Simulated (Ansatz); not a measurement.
Li6H6⁻, relaxed as a doublet with UKS r2SCAN-D4/def2-TZVPD in Ansatz, starting from the GFN2-xTB geometry. Force threshold 0.02 eV/Å.

The highest occupied level of the charge -1 doublet lies above zero (up to 0.62 eV). The electron is either unbound and held by the finite basis, or the level is raised by self-interaction error. Another isomer (doublet) lies 0.49 eV lower at PBE0-D4/def2-TZVPD; other spin states weren't run for this one.

Start:

| atom | x (Å) | y (Å) | z (Å) |
| --- | --- | --- | --- |
| Li1 | -0.725 | 1.652 | 0.538 |
| Li2 | -1.570 | -0.562 | 1.410 |
| Li3 | 1.560 | 0.339 | -0.609 |
| Li4 | -0.038 | 1.139 | -2.113 |
| Li5 | -0.846 | -0.884 | -0.869 |
| Li6 | 0.582 | -2.049 | 1.624 |
| H7 | -1.525 | 2.172 | 1.628 |
| H8 | -1.399 | 1.026 | -1.538 |
| H9 | 1.203 | -3.113 | 2.427 |
| H10 | 1.451 | 1.496 | -1.742 |
| H11 | 0.976 | 0.230 | 0.725 |
| H12 | 0.330 | -1.446 | -1.482 |

Task: Estimate the energy that the relaxation releases and the steps that it takes.

Result: 94.5 kcal/mol, in 20 steps; 64 s on 4 threads of Arm Neoverse V1 on a shared host. The force fell under the threshold at step 19, but the optimiser went on. No frequencies were taken in this run, so the end may be a saddle point.

Task: Does the start keep its bonding and symmetry?

Result: Bonds lost: Li3–H11 (atoms count from 1). Bonds formed: Li2–H7, Li2–H11, Li3–H9, Li4–H12, Li5–H8, Li5–H11, Li6–H11 (atoms count from 1). Metal–metal contacts that move far: Li3–Li6 3.41 to 2.57 Å, Li2–Li5 2.41 to 3.16 Å.

Task: Predict the relaxed structure.

Result: 
Cartesian coordinates in Å:
```
Li -0.3894 1.5763 0.1095
Li -1.6134 0.2691 1.9598
Li 1.5125 -0.5806 -0.1539
Li 0.4753 0.6776 -2.1154
Li -1.0495 -0.8048 -0.9619
Li 0.2871 -1.8884 1.6930
H -1.3310 1.9433 1.6030
H -1.2231 0.9236 -1.5462
H 1.9294 -1.7546 1.1481
H 1.3473 1.2695 -0.6683
H -0.5028 -0.5318 0.7256
H 0.5575 -1.0992 -1.7932
```
Bond lengths (bridged metal pairs left out): 5 × Li–Li 2.55 to 2.89 Å; 12 × H–Li 1.73 to 1.84 Å.
